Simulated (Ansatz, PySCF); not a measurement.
Conformers of CH6AlNO (SMILES C[NH][AlH][OH]), B3LYP-D3(BJ)/def2-TZVP minima from an xTB search, which can miss the lowest.
Conformer 1 (charge 0, multiplicity 1):
```json
[
 {"atom": "C", "x (Å)": "-1.4438", "y (Å)": "-0.4935", "z (Å)": "0.1727"},
 {"atom": "N", "x (Å)": "-0.5576", "y (Å)": "0.6361", "z (Å)": "-0.0772"},
 {"atom": "Al", "x (Å)": "1.2039", "y (Å)": "0.6444", "z (Å)": "-0.1846"},
 {"atom": "O", "x (Å)": "1.9772", "y (Å)": "-0.8579", "z (Å)": "0.0304"},
 {"atom": "H", "x (Å)": "-2.0345", "y (Å)": "-0.3608", "z (Å)": "1.0857"},
 {"atom": "H", "x (Å)": "-0.8530", "y (Å)": "-1.4018", "z (Å)": "0.2939"},
 {"atom": "H", "x (Å)": "-2.1409", "y (Å)": "-0.6623", "z (Å)": "-0.6552"},
 {"atom": "H", "x (Å)": "-1.0653", "y (Å)": "1.5006", "z (Å)": "-0.1969"},
 {"atom": "H", "x (Å)": "1.9888", "y (Å)": "1.9785", "z (Å)": "-0.4639"},
 {"atom": "H", "x (Å)": "2.9252", "y (Å)": "-0.9833", "z (Å)": "-0.0048"}
]
```

Frozen-core correlation. CBS: X⁻³ extrapolation of the correlation energy, Hartree–Fock from the larger set. MP2 and its Hartree–Fock in cc-pV(Q+d)Z are density fitted. Rows in 6-31G* carry no dispersion term and start afresh at each structure (6-31G* with six Cartesian d functions).

Codes used: Ansatz (Gaussian basis) for Hartree–Fock, density functionals and correlated methods; PySCF for 6-31G* rows. Values without a source in brackets are computed.

Electronic energies of 3 conformers above conformer 1 (kcal/mol):

```csv
level,conformer 1,conformer 2,conformer 3
PBE/def2-TZVPP,0.00,0.22,0.50
B3LYP/6-31G*,0.00,0.02,0.34
wB97M-V/def2-TZVPP,0.00,0.28,0.51
"MP2/CBS(cc-pV(T+d)Z, cc-pV(Q+d)Z) + ΔCCSD(T)/cc-pV(T+d)Z",0.00,0.33,0.49
```

Problem. Give Boltzmann populations at 298.15 K for each level, counting each conformer once and leaving out zero-point, thermal and symmetry terms.

Solution. 
Weights exp(−E/RT) with RT = 0.5925 kcal/mol, divided by their sum:
- PBE/def2-TZVPP: 47 %, 33 %, 20 %
- B3LYP/6-31G*: 39 %, 38 %, 22 %
- wB97M-V/def2-TZVPP: 49 %, 31 %, 21 %
- MP2/CBS(cc-pV(T+d)Z, cc-pV(Q+d)Z) + ΔCCSD(T)/cc-pV(T+d)Z: 50 %, 29 %, 22 %
The share of conformer 1 runs from 39 to 50 % over these levels.

Ansatz is a quantum-chemistry and plane-wave program.
